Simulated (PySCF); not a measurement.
isobutane (C₄H₁₀), singlet, at a GFN2-xTB geometry; DF-BLYP/def2-SVP run with PySCF.

Here is a job for PySCF.
```python
from pyscf import gto, scf, dft

mol = gto.M(
    atom='''
C    -0.00195152   -0.00061004    0.38481069
H    -0.00751045   -0.00234774    1.48094753
C    -0.00123091    1.44790471   -0.09715431
H     0.00424357    1.48409224   -1.18472901
H    -0.88573890    1.97154531    0.25886234
H     0.87836999    1.97364557    0.26781215
C     1.25514309   -0.72222321   -0.09422305
H     1.29052529   -0.73769513   -1.18172798
H     2.14862954   -0.22046678    0.27077580
H     1.26840623   -1.74929777    0.26388821
C    -1.25239927   -0.72520857   -0.10694449
H    -1.27670860   -0.74075155   -1.19475225
H    -1.26684969   -1.75231611    0.25102616
H    -2.15073527   -0.22558539    0.24896396
''',
    basis='def2-svp',
    verbose=4,
)

mf = dft.RKS(mol)
mf.xc = 'blyp'
mf.grids.level = 5
mf = mf.density_fit(auxbasis='def2-universal-jkfit')
mf.kernel()
mf.analyze()
```

What the program printed (banner, timings and long lists left out):

```
PySCF version 2.14.0

[INPUT] verbose = 4
[INPUT] num. atoms = 14
[INPUT] num. electrons = 34
[INPUT] charge = 0
[INPUT] spin (= nelec alpha-beta = 2S) = 0
[INPUT] symmetry False subgroup None
[INPUT] Mole.unit = angstrom
[INPUT] Symbol           X                Y                Z      unit          X                Y                Z       unit  Magmom
[INPUT]  1 C     -0.001951520000  -0.000610040000   0.384810690000 AA   -0.003687838327  -0.001152808525   0.727186813905 Bohr   0.0
[INPUT]  2 H     -0.007510450000  -0.002347740000   1.480947530000 AA   -0.014192693572  -0.004436585612   2.798585236551 Bohr   0.0
[INPUT]  3 C     -0.001230910000   1.447904710000  -0.097154310000 AA   -0.002326082784   2.736143356368  -0.183595037721 Bohr   0.0
[INPUT]  4 H      0.004243570000   1.484092240000  -1.184729010000 AA    0.008019185090   2.804527877192  -2.238813360727 Bohr   0.0
[INPUT]  5 H     -0.885738900000   1.971545310000   0.258862340000 AA   -1.673803938874   3.725680678071   0.489178926564 Bohr   0.0
[INPUT]  6 H      0.878369990000   1.973645570000   0.267812150000 AA    1.659878717137   3.729649594261   0.506091616331 Bohr   0.0
[INPUT]  7 C      1.255143090000  -0.722223210000  -0.094223050000 AA    2.371876687240  -1.364804067704  -0.178055759121 Bohr   0.0
[INPUT]  8 H      1.290525290000  -0.737695130000  -1.181727980000 AA    2.438739354925  -1.394041759125  -2.233142235935 Bohr   0.0
[INPUT]  9 H      2.148629540000  -0.220466780000   0.270775800000 AA    4.060321373750  -0.416621833765   0.511692103160 Bohr   0.0
[INPUT] 10 H      1.268406230000  -1.749297770000   0.263888210000 AA    2.396940389392  -3.305693695612   0.498676444402 Bohr   0.0
[INPUT] 11 C     -1.252399270000  -0.725208570000  -0.106944490000 AA   -2.366691618905  -1.370445580487  -0.202095796631 Bohr   0.0
[INPUT] 12 H     -1.276708600000  -0.740751550000  -1.194752250000 AA   -2.412629594877  -1.399817555847  -2.257754539208 Bohr   0.0
[INPUT] 13 H     -1.266849690000  -1.752316110000   0.251026160000 AA   -2.393998955090  -3.311397531563   0.474370692501 Bohr   0.0
[INPUT] 14 H     -2.150735270000  -0.225585390000   0.248963960000 AA   -4.064300626742  -0.426294604803   0.470473699287 Bohr   0.0

nuclear repulsion = 135.217549493312
number of shells = 54
number of NR pGTOs = 166
number of NR cGTOs = 106
basis = def2-svp
ecp = {}

******** <class 'pyscf.df.df_jk.DFRKS'> ********
method = DFRKS
initial guess = minao
damping factor = 0
level_shift factor = 0
DIIS = <class 'pyscf.scf.diis.CDIIS'>
diis_start_cycle = 1
diis_space = 8
diis_damp = 0
SCF conv_tol = 1e-09
SCF conv_tol_grad = None
SCF max_cycles = 50
direct_scf = False
XC library pyscf.dft.libxc version 7.1.2
    S. Lehtola, C. Steigemann, M. J. T. Oliveira, and M. A. L. Marques,  SoftwareX 7, 1–5 (2018)
XC functionals = blyp
    A. D. Becke,  Phys. Rev. A 38, 3098 (1988)
    C. Lee, W. Yang, and R. G. Parr,  Phys. Rev. B 37, 785 (1988)
    B. Miehlich, A. Savin, H. Stoll, and H. Preuss,  Chem. Phys. Lett. 157, 200 (1989)
radial grids:
    Treutler-Ahlrichs [JCP 102, 346 (1995); DOI:10.1063/1.469408] (M4) radial grids

becke partition: Becke, JCP 88, 2547 (1988); DOI:10.1063/1.454033
pruning grids: <function nwchem_prune>
grids dens level: 5
symmetrized grids: False
atomic radii adjust function: <function treutler_atomic_radii_adjust>
small_rho_cutoff = 0
Set gradient conv threshold to 3.16228e-05
Initial guess from minao.
tot grids = 407312
init E= -158.125326230897
  HOMO = -0.366310725640037  LUMO = -0.00639503064167357  gap/eV = 9.79380
cycle= 1 E= -158.116321436885  delta_E= 0.009  |g|= 0.573  |ddm|= 3.51
  HOMO = -0.168933672932296  LUMO = 0.0702422390881541  gap/eV = 6.50831
cycle= 2 E= -157.975165742437  delta_E= 0.141  |g|= 0.914  |ddm|= 1.81
  HOMO = -0.277939784401045  LUMO = 0.0338635121926361  gap/eV = 8.48460
cycle= 3 E= -158.213692389657  delta_E= -0.239  |g|= 0.0545  |ddm|= 1.18
  HOMO = -0.274521586391438  LUMO = 0.0338674069663143  gap/eV = 8.39169
cycle= 4 E= -158.214239514216  delta_E= -0.000547  |g|= 0.028  |ddm|= 0.0895
  HOMO = -0.276386391453494  LUMO = 0.0336138309347986  gap/eV = 8.43554
cycle= 5 E= -158.214421088842  delta_E= -0.000182  |g|= 0.00574  |ddm|= 0.0279
  HOMO = -0.276116770128094  LUMO = 0.0336277770771565  gap/eV = 8.42858
cycle= 6 E= -158.214429008578  delta_E= -7.92e-06  |g|= 0.000927  |ddm|= 0.00819
  HOMO = -0.276164646450352  LUMO = 0.0336084362154909  gap/eV = 8.42935
cycle= 7 E= -158.214429270564  delta_E= -2.62e-07  |g|= 0.000145  |ddm|= 0.00172
  HOMO = -0.276172027201228  LUMO = 0.0336008719804277  gap/eV = 8.42935
cycle= 8 E= -158.214429277128  delta_E= -6.56e-09  |g|= 8.18e-06  |ddm|= 0.000221
  HOMO = -0.276174621609352  LUMO = 0.0336001521992086  gap/eV = 8.42940
cycle= 9 E= -158.21442927715  delta_E= -2.14e-11  |g|= 1.1e-06  |ddm|= 1.47e-05
  HOMO = -0.276174226887332  LUMO = 0.0336002292417401  gap/eV = 8.42939
Extra cycle  E= -158.21442927715  delta_E= -1.71e-13  |g|= 7.4e-07  |ddm|= 2.98e-06
converged SCF energy = -158.21442927715
**** SCF Summaries ****
Total Energy =                        -158.214429277149748
Nuclear Repulsion Energy =             135.217549493311822
One-electron Energy =                 -478.653585918173121
Two-electron Energy =                  185.221607147711552
Two-electron Coulomb Energy =          210.553507874620124
DFT Exchange-Correlation Energy =      -25.331900726908565
HOMO-LUMO gap [eV] =                     8.429392304863740
**** MO energy ****
MO #1   energy= -9.91783132830972  occ= 2
MO #2   energy= -9.90510536491324  occ= 2
MO #3   energy= -9.90510487734133  occ= 2
MO #4   energy= -9.90508209361654  occ= 2
MO #5   energy= -0.712771906930231 occ= 2
MO #6   energy= -0.599635969497249 occ= 2
MO #7   energy= -0.599635503940734 occ= 2
MO #8   energy= -0.487322171405424 occ= 2
MO #9   energy= -0.406786934387291 occ= 2
MO #10  energy= -0.376352042802367 occ= 2
MO #11  energy= -0.376351452702177 occ= 2
MO #12  energy= -0.332022356292152 occ= 2
MO #13  energy= -0.33202227789023  occ= 2
MO #14  energy= -0.311913987205904 occ= 2
MO #15  energy= -0.278576217009586 occ= 2
MO #16  energy= -0.278576193498008 occ= 2
MO #17  energy= -0.276174226887332 occ= 2
MO #18  energy= 0.0336002292417401 occ= 0
MO #19  energy= 0.0761614490552422 occ= 0
MO #20  energy= 0.0880742140947896 occ= 0
MO #21  energy= 0.0880742380641784 occ= 0
MO #22  energy= 0.10762960322263   occ= 0
MO #23  energy= 0.107629792624716  occ= 0
MO #24  energy= 0.118682320229673  occ= 0
MO #25  energy= 0.14720668860259   occ= 0
 ** Mulliken pop on meta-lowdin orthogonal AOs  **
 ** Mulliken pop  **
 ** Mulliken atomic charges  **
charge of    0C =     -0.01859
charge of    1H =      0.07554
charge of    2C =     -0.28153
charge of    3H =      0.08577
charge of    4H =      0.08839
charge of    5H =      0.08839
charge of    6C =     -0.28153
charge of    7H =      0.08577
charge of    8H =      0.08839
charge of    9H =      0.08839
charge of   10C =     -0.28153
charge of   11H =      0.08577
charge of   12H =      0.08839
charge of   13H =      0.08839
Dipole moment(X, Y, Z, Debye): -0.00051, -0.00015,  0.10102
```
